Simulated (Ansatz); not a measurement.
Reaction (silylene formation by 1,1-elimination): `N[SiH](F)[SiH2]F` → `N[SiH2]F` + `F[SiH]`

Computed with Ansatz on PBE0-D4/def2-TZVP structures; ΔE is electronic, products minus reactants. CCSD(T)/CBS is the MP2 limit (def2-TZVPP, def2-QZVPP) plus CCSD(T) − MP2 in def2-TZVPP, frozen cores. This one scheme is used for every species. DFT in def2-TZVPP. One conformer a species, not always the lowest.

```csv
level,ΔE (kcal/mol)
PBE-D4,46.2
r2SCAN-D4,48.9
HF/def2-TZVPP,39.6
MP2/def2-TZVPP,44.6
CCSD/def2-TZVPP,41.3
HF/def2-QZVPP,39.4
MP2/def2-QZVPP,45.5
MP2/CBS(def2),46.3
```

Q: What does CCSD(T)/CBS give? (Best estimate.)

A: Ansatz gave: +43.6 kcal/mol. The listed levels differ from it by 2.6, 5.3, -4.0, 1.0, -2.3, -4.2, 1.9, 2.7 kcal/mol.

Largest T1 diagnostic among the species: 0.015.

The D4 term adds +3.4 kcal/mol with B3LYP and +1.9 kcal/mol with PBE0; it sums over pairs of atoms, weighted by their polarisabilities, and B3LYP, whose exchange is more repulsive, gets the larger term. In def2-TZVPP, CCSD(T) changes the Hartree–Fock value by +2.4 kcal/mol (the triples alone add +0.7 kcal/mol) and MP2 by +5.1 kcal/mol. From PBE to PBE0 (25 % exact exchange), in def2-TZVPP and without D4, ΔE moves by +2.2 kcal/mol.

B3LYP here is the variant with VWN-RPA as its local correlation; programs differ in this.
